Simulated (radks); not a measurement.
Results of a calculation; reference values are marked as such.
Polarisability of the dysprosium ion Dy2+, [Xe] 4f10, at imaginary frequency. Code: a radial shooting solver on a logarithmic mesh with Libxc functionals. Model: scalar-relativistic Kohn-Sham, LB94 model potential, spin-unpolarised, spherical densities, finite nucleus; Fermi nuclear charge, rms radius 5.2218 fm. Response by self-consistent Sternheimer equations with the Hartree and adiabatic LDA kernel, the relativistic mass of each level held fixed and spin-orbit coupling left out.

w (hartree)  alpha1(iw) (bohr^3)
0.00266                    7.878
0.0143                     7.869
0.0360                     7.822
0.0697                     7.680
0.118                      7.381
0.186                      6.917
0.280                      6.348
0.413                      5.720
0.605                      4.984
0.892                      4.055
1.35                       2.945
2.12                       1.833
3.59                      0.9466
6.94                      0.3780
17.5                     0.09057

Static values: alpha1 = 7.878 bohr^3 (1.167 angstrom^3; uncoupled 17.69). C6 = 42.85, triple-dipole C9 = 215.3 atomic units. One-pole (London) frequency 4 C6 / (3 alpha1^2) = 0.920 hartree, against 0.937 for minus the highest occupied eigenvalue.
